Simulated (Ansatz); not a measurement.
Ideal-gas functions of Cl3ITi (`[Cl][Ti]([Cl])([Cl])[I]`) at 400 K and 1 bar, from an Ansatz frequency run at PBE0-D4/def2-TZVP.

Molar mass 281.13 g/mol, point group C3v (symmetry number 3), electronic degeneracy 1, moments of inertia 444.034, 871.993, 871.999 u Å². Harmonic wavenumbers (cm⁻¹, unscaled): 92, 92, 110, 125, 125, 285, 442, 508, 508.

Use S(trans) = R[1.5 ln M + 2.5 ln T − 1.1517]; rotational temperatures θ = 24.2544 K / I; S(rot) = R[ln(√π/σ · √(T³/θAθBθC)) + 1.5]; for each mode x = 1.438777 ν̃/T, S = R[x/(eˣ − 1) − ln(1 − e⁻ˣ)] and H = RT x/(eˣ − 1); 1 cm⁻¹ = 0.0119627 kJ/mol; R = 8.31446 J/(mol·K).

Question: By hand: the entropy, in J/(mol·K).

Answer: Translation 185.3. Rotation: θ = 0.0546, 0.0278, 0.0278 K, giving 124.7. Vibration, mode by mode: 17.55, 17.55, 16.08, 15.03, 15.03, 8.46, 5.28, 4.37, 4.37, in all 103.7. Electronic 0.0. Sum 413.7 J/(mol·K).

Question: By hand: H − E and G − E in kJ/mol, counted from the electronic energy.

Answer: Zero-point energy ½ × 2287 × 0.0119627 = 13.7; thermal vibration 19.2; translation, rotation and pV give 4 RT = 13.3. H − E = 46.2 kJ/mol, and G − E = 46.2 − 400 × 413.7/1000 = -119.3 kJ/mol.

Vibration gives 25 % of the entropy, 81.2 J/(mol·K) of it from the modes under 150 cm⁻¹: soft modes count most, and the harmonic formula is weakest for them.
